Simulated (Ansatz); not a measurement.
Si(vinyl)2F2 (C₄H₆F₂Si), 13 atoms. Hardware: 4 threads of Intel Xeon on a shared host.

Correlated methods freeze 11 core orbitals.

Question: How many basis functions does each of these Ansatz runs have, and roughly what does it cost? LDA (SPW92)/def2-TZVP, charge 0 singlet, energy, from earlier orbitals; r2SCAN-D4/def2-TZVP, charge 0 triplet at the geometry of the charge 0 singlet, energy, from earlier orbitals; PBE0-D4/def2-SVP, charge 0 singlet, energy, from earlier orbitals; B3LYP-D4/6-31G, charge 0 singlet, energy; r2SCAN-D4/def2-SVP, charge 0 singlet, relaxation, 26 steps; PBE-D4/def2-TZVP, charge 0 triplet at the geometry of the charge 0 singlet, energy, from earlier orbitals; r2SCANh-D4/def2-TZVP, charge 1 doublet at the geometry of the charge 0 singlet, energy, from earlier orbitals; PBE-D4/def2-TZVP, charge 1 doublet at the geometry of the charge 0 singlet, energy, from earlier orbitals; MP2/def2-TZVP, charge 0 singlet, energy, from earlier orbitals; r2SCANh-D4/def2-TZVP, charge 0 singlet, energy, from earlier orbitals; PBE0-D4/def2-TZVP, charge 0 triplet at the geometry of the charge 0 singlet, energy; PBE0-D4/def2-TZVP, charge 0 singlet, energy, from earlier orbitals.

Answer: Other jobs shared the machine, so times can vary by a factor of up to 3. A dash marks memory too small to be measured apart from the calling script's.

```json
{"run": "B3LYP-D4/6-31G, charge 0 singlet, energy", "functions": "79", "fitting or Cholesky vectors": "992", "wall time": "2.7 s", "peak host memory (GiB)": "–"}
{"run": "PBE0-D4/def2-SVP, charge 0 singlet, energy, from earlier orbitals", "functions": "132", "fitting or Cholesky vectors": "1472", "wall time": "4 s", "peak host memory (GiB)": "–"}
{"run": "LDA (SPW92)/def2-TZVP, charge 0 singlet, energy, from earlier orbitals", "functions": "259", "fitting or Cholesky vectors": "1548", "wall time": "4.5 s", "peak host memory (GiB)": "–"}
{"run": "PBE0-D4/def2-TZVP, charge 0 singlet, energy, from earlier orbitals", "functions": "259", "fitting or Cholesky vectors": "1564", "wall time": "11 s", "peak host memory (GiB)": "0.75"}
{"run": "PBE-D4/def2-TZVP, charge 0 triplet at the geometry of the charge 0 singlet, energy, from earlier orbitals", "functions": "259", "fitting or Cholesky vectors": "1548", "wall time": "11 s", "peak host memory (GiB)": "–"}
{"run": "MP2/def2-TZVP, charge 0 singlet, energy, from earlier orbitals", "functions": "259", "fitting or Cholesky vectors": "1720", "wall time": "12 s", "peak host memory (GiB)": "0.69"}
{"run": "PBE-D4/def2-TZVP, charge 1 doublet at the geometry of the charge 0 singlet, energy, from earlier orbitals", "functions": "259", "fitting or Cholesky vectors": "1548", "wall time": "12 s", "peak host memory (GiB)": "–"}
{"run": "r2SCANh-D4/def2-TZVP, charge 0 singlet, energy, from earlier orbitals", "functions": "259", "fitting or Cholesky vectors": "1548", "wall time": "12 s", "peak host memory (GiB)": "0.78"}
{"run": "r2SCAN-D4/def2-TZVP, charge 0 triplet at the geometry of the charge 0 singlet, energy, from earlier orbitals", "functions": "259", "fitting or Cholesky vectors": "1548", "wall time": "19 s", "peak host memory (GiB)": "–"}
{"run": "PBE0-D4/def2-TZVP, charge 0 triplet at the geometry of the charge 0 singlet, energy", "functions": "259", "fitting or Cholesky vectors": "1564", "wall time": "27 s", "peak host memory (GiB)": "1"}
{"run": "r2SCANh-D4/def2-TZVP, charge 1 doublet at the geometry of the charge 0 singlet, energy, from earlier orbitals", "functions": "259", "fitting or Cholesky vectors": "1548", "wall time": "32 s", "peak host memory (GiB)": "1.1"}
{"run": "r2SCAN-D4/def2-SVP, charge 0 singlet, relaxation, 26 steps", "functions": "132", "fitting or Cholesky vectors": "1472", "wall time": "1.8 min", "peak host memory (GiB)": "–"}
```
